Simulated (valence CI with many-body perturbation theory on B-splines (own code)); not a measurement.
**E1 line list for Bi LI**

Level of theory: valence CI with perturbative core correlation (CI+MBPT): five valence electrons over a frozen Dirac-Fock core [Ar] 3d10, radial functions for each j: 11 s, 11 p, 10 d, 8 f, 5 g, 2 h, with the one-electron correlation potential Σ1, the two-electron term Σ2, the three-electron term Σ3, Breit, model QED; selected CI, second order for the rest, scaled by the run's own slope (own B-spline code, finite nucleus).

The last digits are not significant, and no measured levels were compared; by estimate large intervals hold to a few tenths of a per cent, small ones and those within an open d or f shell to about a per cent. Among the levels kept, up to 2000 cm⁻¹ of a level comes from second order outside the variational space, and about a tenth of that is noise between levels of different J, which matters for small intervals.

Lines 51 to 100 of 549 in falling wavelength, among levels below 6216.9 × 10³ cm⁻¹, chosen from the strongest by gf and those to the six lowest levels. Wavelengths and rates use the calculated energies. Electric multipoles are in the length gauge, E1 and E2 with the static RPA response of the core. Weak lines are less certain than strong ones. Lines between different terms over intervals too small for the method are left out, as are lines whose strength nearly cancels. Where a level lies close to another of its J and parity, the split of strength between their lines is uncertain. The highest levels of a list are the least certain.

Levels are named by their leading jj configuration (3d3/2^4 stands for four electrons in 3d with j = 3/2), which in mixed levels can hold well under half, so a name can repeat and another be missing. Letters in brackets count levels of one name in rising energy.

| λ vac (nm) | Upper | Lower | A (s⁻¹) | S (a.u.) |
| --- | --- | --- | --- | --- |
| 9.825 | (4s 4p1/2^2 4p3/2 4f5/2) J=7/2 [b] | (4s^2 4p1/2 4p3/2 4f7/2) J=7/2 [c] | 1.40e+10 | 5.25e-02 |
| 9.767 | (4s 4p1/2^2 4p3/2 4d5/2) J=3/2 [b] | (4s^2 4p1/2 4p3/2 4d5/2) J=3/2 [b] | 2.55e+10 | 4.70e-02 |
| 9.749 | (4s 4p1/2^2 4d5/2^2) J=5/2 | (4s^2 4p1/2 4p3/2 4f7/2) J=5/2 [b] | 1.71e+10 | 4.68e-02 |
| 9.741 | (4s 4p1/2^2 4d5/2^2) J=5/2 | (4s^2 4p1/2 4p3/2 4f7/2) J=3/2 | 2.04e+10 | 5.58e-02 |
| 9.705 | (4s 4p1/2 4p3/2^2 4d3/2) J=7/2 [c] | (4s^2 4p3/2^2 4d3/2) J=7/2 | 1.98e+10 | 7.15e-02 |
| 9.701 | (4s 4p1/2^2 4p3/2 4d5/2) J=3/2 [a] | (4s^2 4p1/2 4p3/2 4d5/2) J=5/2 [a] | 3.16e+10 | 5.70e-02 |
| 9.688 | (4s 4p1/2^2 4d3/2 4d5/2) J=7/2 [b] | (4s^2 4p1/2 4d3/2 4d5/2) J=9/2 | 3.36e+10 | 1.21e-01 |
| 9.654 | (4s 4p1/2 4p3/2^2 4d5/2) J=5/2 [d] | (4s^2 4p3/2^2 4d5/2) J=5/2 [a] | 1.94e+10 | 5.17e-02 |
| 9.548 | (4s 4p1/2^2 4p3/2 4d5/2) J=7/2 [a] | (4s^2 4p1/2 4p3/2 4d5/2) J=9/2 | 1.38e+10 | 4.75e-02 |
| 9.539 | (4s 4p1/2 4p3/2^2 4d5/2) J=3/2 [d] | (4s^2 4p3/2^2 4d5/2) J=3/2 | 2.51e+10 | 4.31e-02 |
| 9.429 | (4s 4p1/2^2 4p3/2 4f7/2) J=7/2 [b] | (4s^2 4p1/2 4p3/2 4f7/2) J=9/2 [b] | 2.60e+10 | 8.60e-02 |
| 9.420 | (4s 4p1/2 4p3/2^2 4d5/2) J=5/2 [f] | (4s^2 4p3/2^2 4d5/2) J=5/2 [b] | 2.29e+10 | 5.67e-02 |
| 9.413 | (4s 4p1/2 4p3/2^2 4d5/2) J=3/2 [c] | (4s^2 4p3/2^2 4d5/2) J=5/2 [a] | 2.58e+10 | 4.25e-02 |
| 9.378 | (4s 4p1/2^2 4p3/2 4f7/2) J=7/2 [b] | (4s^2 4p1/2 4p3/2 4f7/2) J=7/2 [b] | 1.69e+10 | 5.50e-02 |
| 9.357 | (4s 4p1/2^2 4p3/2 4f7/2) J=9/2 [b] | (4s^2 4p1/2 4p3/2 4f7/2) J=11/2 | 3.68e+10 | 1.49e-01 |
| 9.331 | (4s 4p1/2^2 4p3/2 4d5/2) J=5/2 [b] | (4s^2 4p1/2 4p3/2 4d5/2) J=7/2 [b] | 3.89e+10 | 9.37e-02 |
| 9.280 | (4s 4p1/2 4p3/2^2 4d5/2) J=7/2 [b] | (4s^2 4p3/2^2 4d5/2) J=7/2 | 1.88e+10 | 5.92e-02 |
| 9.254 | (4s 4p1/2 4p3/2^2 4d5/2) J=3/2 [e] | (4s^2 4p3/2^2 4d5/2) J=5/2 [b] | 3.26e+10 | 5.10e-02 |
| 9.244 | (4s 4p1/2^2 4d3/2 4d5/2) J=5/2 [b] | (4s^2 4p1/2 4d3/2 4d5/2) J=7/2 | 2.22e+10 | 5.20e-02 |
| 9.196 | (4s 4p1/2 4p3/2^2 4d5/2) J=5/2 [b] | (4s^2 4p3/2^2 4d5/2) J=7/2 | 2.07e+10 | 4.76e-02 |
| 9.140 | (4s 4p1/2^2 4p3/2 4f5/2) J=7/2 [b] | (4s^2 4p1/2 4p3/2 4f5/2) J=9/2 | 2.91e+10 | 8.78e-02 |
| 9.120 | (4s 4p1/2^2 4p3/2^2) J=3/2 | (4s^2 4p1/2 4p3/2^2) J=5/2 | 5.10e+10 | 7.63e-02 |
| 9.078 | (4p1/2^2 4p3/2^3) J=3/2 | (4s 4p1/2 4p3/2^3) J=5/2 | 5.96e+10 | 8.80e-02 |
| 9.049 | (4s 4p1/2^2 4p3/2 4d3/2) J=3/2 [b] | (4s^2 4p1/2 4p3/2 4d3/2) J=5/2 [a] | 2.63e+10 | 3.84e-02 |
| 9.028 | (4s 4p1/2^2 4p3/2 4f7/2) J=9/2 [b] | (4s^2 4p1/2 4p3/2 4f7/2) J=9/2 [a] | 1.33e+10 | 4.82e-02 |
| 9.001 | (4s 4p1/2 4p3/2^3) J=3/2 [b] | (4s^2 4p3/2^3) J=3/2 | 2.98e+10 | 4.29e-02 |
| 8.981 | (4s 4p1/2^2 4p3/2 4d5/2) J=7/2 [b] | (4s^2 4p1/2 4p3/2 4d5/2) J=9/2 | 3.45e+10 | 9.86e-02 |
| 8.934 | (4s 4p1/2 4p3/2^2 4d5/2) J=7/2 [c] | (4s^2 4p3/2^2 4d5/2) J=9/2 | 2.94e+10 | 8.28e-02 |
| 8.888 | (4s 4p1/2^2 4p3/2 4d3/2) J=5/2 [b] | (4s^2 4p1/2 4p3/2 4d3/2) J=7/2 | 4.90e+10 | 1.02e-01 |
| 8.812 | (4s 4p1/2 4p3/2^2 4d5/2) J=9/2 [c] | (4s^2 4p3/2^2 4d5/2) J=9/2 | 3.06e+10 | 1.03e-01 |
| 8.739 | (4s 4p1/2 4p3/2^2 4d5/2) J=7/2 [d] | (4s^2 4p3/2^2 4d5/2) J=9/2 | 1.33e+10 | 3.50e-02 |
| 8.711 | (4s 4p1/2^2 4p3/2^2) J=3/2 | (4s^2 4p1/2 4p3/2^2) J=3/2 | 1.70e+10 | 2.22e-02 |
| 8.699 | (4s 4p1/2 4p3/2^2 4d3/2) J=5/2 [e] | (4s^2 4p3/2^2 4d3/2) J=7/2 | 3.56e+10 | 6.94e-02 |
| 8.533 | (4s 4p1/2^2 4p3/2 4d5/2) J=7/2 [b] | (4s^2 4p1/2 4p3/2 4d5/2) J=7/2 [a] | 1.55e+10 | 3.80e-02 |
| 8.450 | (4s 4p1/2 4p3/2^2 4d3/2) J=3/2 [f] | (4s^2 4p3/2^2 4d3/2) J=5/2 | 2.97e+10 | 3.54e-02 |
| 7.219 | (4s^2 4p1/2 4p3/2 4d3/2) J=3/2 [a] | (4s^2 4p1/2 4p3/2^2) J=1/2 | 5.40e+09 | 4.01e-03 |
| 7.212 | (4s^2 4p1/2 4p3/2 4d3/2) J=1/2 [a] | (4s^2 4p1/2 4p3/2^2) J=1/2 | 4.81e+09 | 1.78e-03 |
| 6.922 | (4s^2 4p1/2 4p3/2 4d3/2) J=5/2 [a] | (4s^2 4p1/2 4p3/2^2) J=5/2 | 1.41e+10 | 1.38e-02 |
| 6.892 | (4s^2 4p1/2 4p3/2 4d3/2) J=3/2 [a] | (4s^2 4p1/2 4p3/2^2) J=5/2 | 1.59e+10 | 1.03e-02 |
| 6.677 | (4s^2 4p1/2 4p3/2 4d3/2) J=7/2 | (4s^2 4p1/2 4p3/2^2) J=5/2 | 2.07e+09 | 2.43e-03 |
| 6.656 | (4s^2 4p1/2 4p3/2 4d3/2) J=3/2 [a] | (4s^2 4p1/2 4p3/2^2) J=3/2 | 9.25e+09 | 5.38e-03 |
| 6.650 | (4s^2 4p1/2 4p3/2 4d3/2) J=1/2 [a] | (4s^2 4p1/2 4p3/2^2) J=3/2 | 1.11e+10 | 3.22e-03 |
| 6.645 | (4s^2 4p1/2^2 4d3/2) J=3/2 | (4s^2 4p1/2^2 4p3/2) J=3/2 | 2.79e+10 | 1.62e-02 |
| 6.599 | (4s 4p1/2^2 4d3/2 4d5/2) J=7/2 [b] | (4s 4p1/2^2 4p3/2 4d5/2) J=7/2 [a] | 2.69e+10 | 3.05e-02 |
| 6.533 | (4s^2 4p1/2 4d3/2 4d5/2) J=9/2 | (4s^2 4p1/2 4p3/2 4d5/2) J=9/2 | 2.69e+10 | 3.71e-02 |
| 6.299 | (4s^2 4p1/2 4p3/2 4d3/2) J=3/2 [b] | (4s^2 4p1/2 4p3/2^2) J=1/2 | 2.49e+09 | 1.23e-03 |
| 6.264 | (4s^2 4p1/2 4p3/2 4d3/2) J=1/2 [b] | (4s^2 4p1/2 4p3/2^2) J=1/2 | 5.65e+08 | 1.37e-04 |
| 6.190 | (4s 4p1/2^2 4d3/2 4d5/2) J=9/2 | (4s 4p1/2^2 4p3/2 4d5/2) J=9/2 | 4.77e+10 | 5.58e-02 |
| 6.108 | (4s^2 4p1/2 4p3/2 4d3/2) J=5/2 [b] | (4s^2 4p1/2 4p3/2^2) J=5/2 | 4.13e+09 | 2.78e-03 |
| 6.049 | (4s^2 4p1/2 4p3/2 4d3/2) J=3/2 [b] | (4s^2 4p1/2 4p3/2^2) J=5/2 | 2.77e+09 | 1.21e-03 |
